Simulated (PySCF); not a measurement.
**Trend along the third period: MI molecules**

PBE0 with triple-zeta basis sets in PySCF, for the lowest determinant that a PBE0 search found; no spin–orbit coupling. De refers to high-spin ground-configuration atoms. A positive dipole means M(−)I(+).

| M | basis | state (unpaired electrons) | Re (Å) | ωe (cm⁻¹) | De (eV) | μ (D) |
| --- | --- | --- | --- | --- | --- | --- |
| Na | def2-TZVPP | singlet (closed shell) | 2.714 | 256 | 3.23 | -8.93 |
| Mg | x2c-TZVPPall | doublet (σ ↑) | 2.590 | 309 | 2.32 | -3.13 |
| Al | def2-TZVPP | singlet (closed shell) | 2.552 | 313 | 3.94 | -1.77 |
| Si | def2-TZVPP | doublet (π ↑) | 2.443 | 363 | 3.33 | -0.57 |
| P | def2-TZVPP | triplet (π ↑↑) | 2.370 | 381 | 2.59 | 0.09 |
| S | x2c-TZVPPall | doublet (π ↑) | 2.302 | 418 | 2.50 | 1.06 |
| Cl | def2-TZVPP | singlet (closed shell) | 2.312 | 401 | 2.40 | 1.13 |

**Question.** By what factor does the well depth vary along the series?

**Answer.** At PBE0 it runs from 2.32 eV (MgI) to 3.94 eV (AlI), a factor of 1.70.

The rows differ in basis set, which adds steps of its own.

The state changes along the series, so neighbouring rows are not always alike in their bonding.

These are scalar-relativistic numbers at best; spin–orbit coupling would shift them, the dissociation energy most. States were picked by a PBE0 search and need not be the measured ground states.
